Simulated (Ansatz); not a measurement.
A search over several starts for the lowest SCF solution of PtBr2⁺ at the given spin, in a small basis.

```yaml
crystal:
  periodic: [false, false, false]
  atoms:
    - {symbol: Pt, position_ang: [-0.009166, 0.856546, 0.076553]}
    - {symbol: Br, position_ang: [-1.788414, -0.384745, -0.740393]}
    - {symbol: Br, position_ang: [1.797580, -0.471801, 0.663850]}
basis:
  gaussian: {orbitals: def2-SVP}
total_charge: 1
magnetization: {spin_polarized: true, initial_magnetization: 1}
hamiltonian: {xc: pbe0, dispersion: d4}
output: {orbitals: {seedname: orbitals}}
```

```sh
$ ansatz run in.yaml --threads 4 --pin off --events-out ev --progress --plain --max-ram 3916MiB
```

Output, abridged:

```
Functional definition: PBE0
932 factors; integrals over basis functions are off by at most 5.3e-4 eV
mean field evaluation 1: about -143290.7596 eV, gradient 3.6e1 eV
mean field evaluation 2: about -143244.0455 eV, gradient 1.0e2 eV
mean field evaluation 4: about -143297.6260 eV, gradient 4.8e0 eV
mean field evaluation 8: about -143297.7806 eV, gradient 2.7e-1 eV
mean field evaluation 16: about -143297.7811 eV, gradient 1.4e-3 eV
mean field evaluation 32: about -143297.7811 eV, gradient 8.3e-6 eV
mean field -143297.78114577 eV, -5266.0963263825 hartree, gradient 6.7e-6 eV, S^2 0.753602; 5 other end points of the search recorded, 0 dependent functions left out
reference -143297.78117239 eV, -5266.0963273607 hartree; 44, 43 occupied and 52, 53 virtual orbitals, 932 factors
Total energy: -143297.87296466 eV, -5266.0997006644 hartree
```

It took 8 s on 4 threads of Arm Neoverse V1 on a shared host.

In the def2 sets Pt takes a core potential; there is no spin–orbit coupling. The structure comes from a short search, and lower isomers may exist.
